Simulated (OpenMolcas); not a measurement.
# How basis sets differ on AlNH2ClF (SMILES [NH2][Al]([F])[Cl])

AlNH2ClF: 6 atoms, total charge 0, spin state singlet. As SMILES, `[NH2][Al]([F])[Cl]`. The shape is that of a PBE0-D4/def2-TZVP optimisation.

Quantity: the dipole moment, in D. The values are calculated.

| level | kind | program | value (D) | CPU time |
| --- | --- | --- | --- | --- |
| HF/ANO-S-MB | Hartree–Fock | OpenMolcas | 2.83 | 1.6 s |
| HF/STO-3G | Hartree–Fock | OpenMolcas | 2.96 | 2.1 s |
| HF/3-21G | Hartree–Fock | OpenMolcas | 3.45 | 2.5 s |
| HF/def2-SVP | Hartree–Fock | OpenMolcas | 2.66 | 5 s |
| HF/6-31+G* (spherical functions) | Hartree–Fock | OpenMolcas | 2.69 | 9.3 s |
| HF/aug-cc-pVDZ | Hartree–Fock | OpenMolcas | 2.49 | 21 s |

The values span 2.49 to 3.45 D. Sets without polarisation functions give poor dipoles. Without the sets that lack polarisation functions the rows with a basis span only 2.49 to 2.69 D. Times are those of the runs behind each value, whatever else they computed, on shared processors of several kinds: orders of magnitude only.
